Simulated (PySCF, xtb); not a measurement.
5H-1,4-dioxepine (C₅H₆O₂), SMILES C1COC=COC=1. The values are those of a single conformer.

Harmonic wavenumbers (cm⁻¹) from GFN2-xTB (xtb) at its own minimum, in rising order: 122, 171, 375, 379, 446, 492, 715, 760, 795, 835, 861, 872, 878, 934, 984, 1006, 1114, 1149, 1227, 1264, 1297, 1309, 1336, 1353, 1450, 1688, 1742, 2847, 2972, 3058, 3064, 3094, 3103.

### Question
What does B3LYP-D3(BJ)/def2-SVP in PySCF 2.14.0 give at its own minimum? (The exact figures need the calculation; the answer reports its results.)

### Answer
112, 143, 382, 403, 483, 547, 719, 763, 797, 865, 904, 906, 950, 964, 974, 1030, 1169, 1187, 1272, 1306, 1375, 1399, 1422, 1438, 1471, 1733, 1758, 2998, 3103, 3177, 3182, 3206, 3228. Paired by order, the mean absolute difference is 54 cm⁻¹ and the zero-point energies are 62.5 and 64.9 kcal/mol.
